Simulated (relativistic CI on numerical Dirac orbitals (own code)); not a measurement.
**Br²⁺: what numerical and physical settings do to a radial Dirac CI calculation**

Reference input:

```
atom Br  Z=35  charge=2  electrons=33
nucleus A=79  rms_radius_fm=4.1629
hamiltonian dirac-coulomb  breit=on  qed=on  c_scale=1
orbitals kli  potential=per-configuration
slater_scale 1
correlation none
mixing on
grid step=0.0125 r_max=49.7
scf mixing=0.4 start=green max_iterations=150 tolerance=2e-08 node_fill=0.05
configurations
  [Ar] 3d10 4s2 4p3
  [Ar] 3d10 4s 4p4
end
```

Computed lowest total energy -2601.71576 Ha, first excitation 19495.5 cm⁻¹, 22 SCF steps. Runs with settings changed; * marks those that are bad on purpose (the QED terms keep the true α when c is scaled):

| Changed | Outcome | Lowest level | ΔE (Ha) | First excitation (cm⁻¹) | SCF steps | Message |
| --- | --- | --- | --- | --- | --- | --- |
| node fill of the KLI weights 0.01, end of the grid at 149.1 bohr, iteration limit 20 | converged | 4s2.4p3 4S°_3/2 | 0.000583 | 19536.4 | 22 |  |
| SCF tolerance 1e-06 | converged | 4s2.4p3 4S°_3/2 | 0 | 19495.5 | 22 |  |
| QED terms off, node fill of the KLI weights 0.5 | converged | 4s2.4p3 4S°_3/2 | -0.833 | 19139.4 | 23 |  |
| SCF tolerance 1e-05, speed of light × 10 | converged | 4s2.4p3 4S°_3/2 | 30.8 | 20025.1 | 20 |  |
| charge 3 * | refused |  |  |  | 0 | configuration [Ar] 3d10 4s2 4p3 has 33 electrons, the ion has 32 |
| configuration list: extra electron * | refused |  |  |  | 0 | configuration [Ar] 3d10 4s 4p4 5s has 34 electrons, the ion has 33 |

With so few configurations and no correlation, terms lie too far apart (by 10 to 50 % near neutrality), their order can be wrong, and levels of other configurations are missing.
